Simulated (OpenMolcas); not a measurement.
**Mo IV: the spin-orbit constant, Racah parameters, worked from levels**

* Program: OpenMolcas 26.06
* Basis: ANO-RCC-VTZP [7s6p4d2f1g]
* Scalar Hamiltonian: DKH2, point nucleus
* Active space: 3 electrons in 10 orbitals (4d 5d)
* State averaging: 2S+1 = 4 even, 10 roots; 2S+1 = 2 even, 40 roots
* Spin-orbit coupling: RASSI with atomic mean-field integrals over the reference wave functions, term energies averaged over their components

Methods: CASSCF; MS-CASPT2, IPEA 0.25 Eh, imaginary shift 0.1 Eh (closed shells correlated: 4s 4p). Measured levels: Sugar and Musgrove, J. Phys. Chem. Ref. Data 17, 155 (1988).

**The spin-orbit constant.** For the Hund term 4F of d3, E(J) = (A/2) J(J+1) + constant and ζ = 2S·A = 3A. From J = 3/2 to J = 9/2 the energy changes by 10.5 A.

| Source | E(9/2) - E(3/2) | A | ζ |
| --- | --- | --- | --- |
| CASSCF | 2823.5 | 268.9 | 807 |
| MS-CASPT2 | 2827.3 | 269.3 | 808 |
| measured | 2864.6 | 272.8 | 818 |

All in cm-1. MS-CASPT2 is off by -1.3 % and CASSCF by -1.4 %. Both methods take the spin-orbit matrix elements from the reference wave functions, so the second can move ζ only through the term energies and any multistate remixing. Second-order mixing with other terms is absorbed into this ζ.

**Racah parameters.** Above 4F, d3 has 4P at 15B, 2G at 4B + 3C and 2H at 9B + 3C. The first two fix B and C, and the third tests them; where it misses by thousands of cm-1, two parameters do not describe the configuration (Trees and configuration-interaction terms are left out) and B and C hang on the terms chosen. Term energies are centres of gravity, weighted by 2J + 1.

```json
{"Source": "CASSCF", "4P": "11987", "2G": "12800", "B": "799", "C": "3201", "C/B": "4.01", "2H from B, C": "16794", "2H found": "17219"}
{"Source": "MS-CASPT2", "4P": "9525", "2G": "10657", "B": "635", "C": "2706", "C/B": "4.26", "2H from B, C": "13833", "2H found": "15217"}
{"Source": "measured", "4P": "9280", "2G": "10294", "B": "619", "C": "2606", "C/B": "4.21", "2H from B, C": "13389", "2H found": "14500"}
```

Energies in cm-1. From CASSCF to MS-CASPT2, B changes by -20.5 % and C by -15.5 %. Against the measured terms, MS-CASPT2 has B off by +2.6 % and C by +3.8 %.

CASPT2 breaks the degeneracy within a term, and the mean is taken; among the terms shown or strongly mixed into the levels shown the widest spread is 700 cm-1 (4d3 4F, MS-CASPT2). Active for correlation alone: 5d; no level in the range computed is led by a configuration that fills it, so any true level of that kind is missing. Without dynamic correlation excited terms often stand tens of per cent too high (terms of higher spin than the ground term too low), and those without a measured partner can miss by more than the paired ones (holds for CASSCF). Measured partners are found by configuration, term and J. A level has none where our copy of the source lacks it or the pairing is in doubt (some pairs that miss far off the trend of their configuration count as doubtful), and it then counts in no deviation. Levels of configurations outside the active space are missing.
